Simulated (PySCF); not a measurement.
## Energy of In²⁺ (indium, charge +2) between two integer charges

The 5s alpha orbital of [Kr] 4d10 5s1 is emptied in steps (occupation f), with all orbitals relaxed, ending at [Kr] 4d10. Computed with PySCF 2.14 in def2-TZVP with the def2 core potential (28 electrons), with a scalar-relativistic core potential. The exact energy is a straight line in f; departures are measured from the line between the end points of the same method.

| f | UHF (eV) | LDA (eV) | PBE (eV) | PBE0 (eV) | r2SCAN (eV) | LC-wPBE (eV) | BHandHLYP (eV) | wB97X (eV) | TPSS (eV) | HSE06 (eV) |
| --- | --- | --- | --- | --- | --- | --- | --- | --- | --- | --- |
| 1 | 0.000 | 0.000 | 0.000 | 0.000 | 0.000 | 0.000 | 0.000 | 0.000 | 0.000 | 0.000 |
| 0.75 | 0.026 | -0.829 | -0.831 | -0.607 | -0.730 | -0.089 | -0.422 | -0.128 | -0.794 | -0.677 |
| 0.5 | 0.035 | -1.103 | -1.112 | -0.811 | -0.971 | -0.122 | -0.566 | -0.155 | -1.066 | -0.903 |
| 0.25 | 0.026 | -0.824 | -0.837 | -0.609 | -0.724 | -0.096 | -0.428 | -0.104 | -0.808 | -0.680 |
| 0 | 0.000 | 0.000 | 0.000 | 0.000 | 0.000 | 0.000 | 0.000 | 0.000 | 0.000 | 0.000 |

```tsv
method	E(f=0) − E(f=1) (eV)	−ε at f=1 (eV)	−ε at f=0.5 (eV)
UHF	26.625	26.768	26.623
LDA	29.091	24.663	29.106
PBE	28.657	24.240	28.641
PBE0	28.278	25.048	28.270
r2SCAN	28.378	24.501	28.415
LC-wPBE	28.105	27.623	28.087
BHandHLYP	28.105	25.865	28.090
wB97X	27.805	27.073	27.875
TPSS	28.281	24.063	28.243
HSE06	28.328	24.713	28.319
```

Orbital energy along the path (eV):

```
   f      UHF      LDA      PBE     PBE0   r2SCAN  LC-wPBE  BHandHLYP    wB97X     TPSS    HSE06
   1  -26.768  -24.663  -24.240  -25.048  -24.501  -27.623    -25.865  -27.073  -24.063  -24.713
0.75  -26.694  -26.885  -26.429  -26.655  -26.420  -27.863    -26.972  -27.505  -26.147  -26.523
 0.5  -26.623  -29.106  -28.641  -28.270  -28.415  -28.087    -28.090  -27.875  -28.243  -28.319
0.25  -26.555  -31.307  -30.881  -29.900  -30.321  -28.337    -29.228  -28.121  -30.395  -30.133
   0  -26.490  -33.446  -33.115  -31.511  -32.205  -28.636    -30.423  -28.332  -32.634  -31.934
```

Reference removal energy between the ground levels: 28.044 eV (measured; NIST Atomic Spectra Database, ionization energies). UHF lacks correlation.
